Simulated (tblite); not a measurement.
C7H14NP.
InChI=1S/C7H14NP/c1-8-9-4-2-7(6-9)3-5-9/h7H,2-6H2,1H3/t7-,9-

Calculated harmonic vibrations of the isolated species, GFN2-xTB (tblite), most abundant isotopes, no scaling. Against measured fundamentals such values can be off by several per cent, at times by over 20.

Harmonic wavenumbers (cm⁻¹): 85.1, 99.8, 108.6, 130.2, 213.8, 259.6, 319.9, 348.5, 358.0, 453.7, 469.5, 628.0, 672.0, 681.6, 769.7, 778.7, 814.4, 838.0, 853.7, 873.4, 924.8, 940.8, 961.3, 1003.4, 1019.9, 1055.1, 1069.1, 1084.3, 1106.8, 1114.2, 1142.7, 1158.2, 1170.0, 1192.2, 1206.9, 1212.3, 1279.9, 1284.8, 1314.2, 1321.2, 1328.5, 1419.3, 1435.2, 1440.6, 1449.3, 1489.2, 1493.4, 1494.6, 1503.6, 2917.2, 2934.9, 2947.2, 2949.1, 2961.1, 2967.4, 2972.4, 2978.0, 2982.9, 2986.5, 2987.1, 2987.9, 2992.0, 2994.3.

A = 2656, B = 1109, C = 999.5 MHz; mass 143.086 u (most abundant isotopes); point group C1, symmetry number 1.

Question: Zero-point energy?

Answer: Half the sum of the wavenumbers: 43465 cm⁻¹ = 124.27 kcal/mol.

Question: Entropy at 273.15 K, 1 bar (ideal gas, RRHO, classical rotation)?

Answer: Translation 40.38, rotation 28.82, vibration 23.28: S = 92.5 cal/(mol K).

Question: And Cp and H(273.15 K) − H(0)?

Answer: Cp = 36.17 cal/(mol K), of which vibrations give 28.22 (their classical limit is 63 R = 125.2); H(273.15 K) − H(0) = 5.76 kcal/mol without the zero-point energy, 3.59 from vibrations.

Question: Blend soft modes into free rotors: weight 1/[1 + (100 cm⁻¹/ν̃)⁴] for the oscillator and the rest for a rotor with moment μB/(μ + B), μ = h/(8π²ν), B = 10⁻⁴⁴ kg m². What vibrational entropy results?

Answer: 22.35 cal/(mol K) in place of 23.28, which changes −T·S at 273.15 K by +0.25 kcal/mol.

Question: Which modes carry the vibrational entropy at 273.15 K?

Answer: 85.1 cm⁻¹: 3.60; 99.8 cm⁻¹: 3.29; 108.6 cm⁻¹: 3.12; 130.2 cm⁻¹: 2.78; 213.8 cm⁻¹: 1.85; 259.6 cm⁻¹: 1.51 cal/(mol K); the other 57 give 7.12 together.

Question: How do the functions run with temperature in this model?

Answer: 
| T (K) | S (cal/(mol K)) | Cp (cal/(mol K)) | H − H(0) (kcal/mol) | G − H(0) (kcal/mol) | ln q(vib) |
| --- | --- | --- | --- | --- | --- |
| 100 | 67.6 | 17.5 | 1.21 | -5.55 | 1.12 |
| 200 | 82.7 | 27.4 | 3.44 | -13.09 | 3.37 |
| 300 | 96.0 | 39.7 | 6.78 | -22.03 | 5.76 |
| 500 | 122.2 | 63.8 | 17.23 | -43.87 | 10.91 |
| 800 | 157.8 | 87.4 | 40.23 | -86.00 | 18.98 |
| 1000 | 178.4 | 97.6 | 58.77 | -119.66 | 24.20 |

q(vib) and H(0) count from the zero-point level.

Question: What must be added to the electronic energy to get the Gibbs energy at 273.15 K and 1 bar?

Answer: ZPE + [H(273.15 K) − H(0)] − T·S = 124.27 + 5.76 − 25.26 = 104.77 kcal/mol.

Hindered rotation and anharmonicity are outside this model. The structure is chiral; the term R ln 2 for an equal mix with its mirror image is left out.
